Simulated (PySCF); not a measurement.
**Relaxation of triplet HfN₂**

These are results of UPBE0 in PySCF with Hf def2-TZVP with ECP60, N def2-TZVP; scalar-relativistic core potentials, no spin–orbit coupling; density-fitted integrals, not measurements. A (50,194) grid was used.

A hand-made end-on start, of Cs symmetry, held to at least that symmetry:

```xyz
3
charge 0 multiplicity 3, angstrom
Hf   -0.0703    0.0000   -0.3497
N    -0.0703    0.0000    1.9472
N     0.9737    0.0000    2.5472
```

Optimiser trace:
```csv
step,E − E(last) (kJ/mol),largest gradient (Eh/bohr)
0,111.71,0.10209
1,82.12,0.05910
2,66.23,0.02534
3,57.41,0.09125
4,40.41,0.05859
5,28.68,0.03719
6,16.95,0.03116
7,8.42,0.02151
8,0.73,0.01714
9,0.31,0.00526
10,0.20,0.00400
11,0.08,0.00249
12,0.00,0.00052
13,0.00,0.00002
```

It ends at C∞v with Hf–N 2.013 Å, N–N 1.138 Å; Hf–N–N 180.0°. A frequency run shows a minimum. Other isomers or separated fragments may lie lower.

Open d and f shells are described by one determinant, and the ground state may have another occupation or spin. Spin–orbit coupling, left out here, can matter for elements this heavy.

The relaxation took 30 s on 2 threads of a shared AMD EPYC 9R45 96-Core (Zen 5) host, with 102 basis functions and 15 gradients; the process peaked at 0.57 GiB.
